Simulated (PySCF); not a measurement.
Spinor energies of Re⁴²⁺ (rhenium, charge +42)

Start: [Ar] 3d10 4s2 4p3; 4p1/2 filled at m_j = -1/2, +1/2; 4p3/2 filled at m_j = +3/2. Calculated with PySCF 2.14 in an even-tempered Gaussian basis (16 s from 5.3 bohr⁻², ratio 2.8; 13 p from 6.9 bohr⁻², ratio 2.8; 8 d from 12 bohr⁻², ratio 2.8; 4 f from 31 bohr⁻², ratio 3): generalised Hartree-Fock with the X2C-1e Hamiltonian and a Gaussian nucleus; one run each with spin-orbit coupling (SO) switched off, then screened by Boettger's factors.

| spinor shell | electrons | ε, spin-free (eV) | ε, screened SO (eV) | weight of nominal j (screened SO) | rms radius, screened SO (bohr) |
| --- | --- | --- | --- | --- | --- |
| 1s1/2 | 2 | -74091.7 | -74064.3 | 1.000 | 0.0204 |
| 2s1/2 | 2 | -14641.5 | -14631.0 | 1.000 | 0.0823 |
| 2p1/2 | 2 | -13039.8 | -14070.9 | 1.000 | 0.0699 |
| 2p3/2 | 4 | -13039.8 | -12619.7 | 1.000 | 0.0774 |
| 3s1/2 | 2 | -4902.8 | -4897.6 | 1.000 | 0.208 |
| 3p1/2 | 2 | -4418.5 | -4653.8 | 1.000 | 0.199 |
| 3p3/2 | 4 | -4418.5 | -4317.8 | 1.000 | 0.214 |
| 3d3/2 | 4 | -3882.1 | -3921.9 | 1.000 | 0.187 |
| 4s1/2 | 2 | -2273.6 | -2271.7 | 1.000 | 0.439 |
| 4p1/2 | 2 | -2113.0 | -2176.7 | 0.999 | 0.429 |
| 4p3/2 | 1 | -2113.0 | -2075.6 | 1.000 | 0.448 |

Problem. Where does 3d5/2 lie, and what is the 3d spin-orbit splitting (screened SO)?

Solution. At -3849.1 eV, 72.834 eV above 3d3/2.

| quantity | spin-free | screened SO |
| --- | --- | --- |
| E (hartree) | -15525.76368 | -15549.60322 |
| M_J | 3/2 | 3/2 |
| ⟨J²⟩ | 3.750 | 3.751 |
| ⟨L²⟩ | 0.000 | 2.553 |
| ⟨S²⟩ | 3.750 | 1.558 |

Each row is a mean over spinors that exchange with the open shell spreads, by up to 14.254 eV (4s1/2).

Breit and QED terms are absent; they matter most for the inner s and p1/2 levels.

Densities and radii are taken from the X2C orbitals without a picture-change correction, which distorts them close to the nucleus.

Without spin-orbit coupling the j labels of p, d and f shells carry no meaning; the spin-free column gives the mean over the occupied spinors of each nl shell.
